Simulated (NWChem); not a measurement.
Species: SiBrCl, singlet; SMILES Cl[Si]Br

```xyz
3

Si     1.0207    -0.6525     0.0000
Cl    -0.4872    -2.1257     0.0000
Br    -0.1717     1.2935     0.0000
```
Atoms are numbered in this order, from 1.

Computed with NWChem. Low-valent species are run as closed-shell singlets; no triplet was tried in these runs. Structure relaxed at the B3LYP/6-31G* (spherical d) level.

Q: Estimate the computed values for Hartree-Fock/3-21G. Quantities: highest occupied level (eV); orbital gap (eV); dipole (D).

A: 
- highest occupied level (eV): -10.25
- orbital gap (eV): 9.67
- dipole (D): 2.34
